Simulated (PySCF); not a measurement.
H3S, SMILES [SH3+], charge +1.

Geometry: B3LYP-D3(BJ)/def2-TZVPD. The isomer is the one that the SMILES or the coordinates give; other isomers of the formula were not compared.

Calculation: ωB97X/def2-TZVPD in PySCF.

Isolated molecule, no solvent.

```
Property                                                           Value
------------------------------------------------  ----------------------
total energy                                          -399.68094 hartree
point group                                                          C3v
highest occupied level                                         -20.68 eV
lowest empty level                                              -4.76 eV
orbital gap                                                     15.92 eV
dipole moment about the centre of nuclear charge                  1.55 D
mean static polarisability                          17.6 bohr³ (2.61 Å³)
polarisability, principal values                  16.8, 18.0, 18.0 bohr³
```
